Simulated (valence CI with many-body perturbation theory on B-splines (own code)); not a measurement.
# Questions on Pb⁶⁷⁺

Calculated by relativistic CI+MBPT: five valence electrons over a frozen Dirac-Fock core [Ne], radial functions for each j: 9 s, 9 p, 8 d, 6 f, 3 g, 1 h, with the one-electron correlation potential Σ1, the two-electron term Σ2, the three-electron term Σ3, Breit, model QED; selected CI, second order for the rest (own B-spline code, finite nucleus).

No measured spectrum was set against this ion. As an estimate, large intervals hold to a few tenths of a per cent, small ones and those within an open d or f shell to about a per cent. Among the levels kept, up to 620 cm⁻¹ of a level comes from second order outside the variational space, and about a tenth of that is noise between levels of different J, which matters for small intervals.

Levels are named by their leading jj configuration (3d3/2^4 stands for four electrons in 3d with j = 3/2), which in mixed levels can hold well under half, so a name can repeat and another be missing.

Rates and lifetimes use the calculated energies. Strong lines usually hold to 10 to 20 %, long lifetimes can be off by a factor of two.

Question: What is the ground level?

Answer: (3s^2 3p1/2^2 3p3/2) J=3/2, composition 49 % 3s²3p³ ²P° + 27 % 3s²3p³ ²D° + 24 % 3s²3p³ ⁴S°, g = 1.331.

Question: Where does the other parity begin?

Answer: At (3s^2 3p1/2^2 3d3/2) J=3/2, 262.2 eV.

Question: How well does LS coupling describe the low levels?

Answer: Among the lowest 20 levels the leading LS term, summed over configurations, holds 54 % on average. For single configurations the figures are 52 % in LS and 93 % in jj coupling. Terms mix most in the J = 3/2 level at 831.9 eV, where the leading one holds 31 %.

Question: What is the ionisation energy?

Answer: 7790.3 eV; NIST lists 7790 ± 40 eV (theoretical).

Question: Among levels below 1300.7 eV, which E1 lines absorb most strongly from the ground level?

Answer: to (3s^2 3p1/2 3p3/2 3d3/2) J=3/2 at 1.392 nm, f = 0.422; to (3s^2 3p1/2 3p3/2 3d3/2) J=5/2 at 1.416 nm, f = 0.322; to (3s^2 3p1/2 3p3/2 3d3/2) J=1/2 at 1.395 nm, f = 0.145.
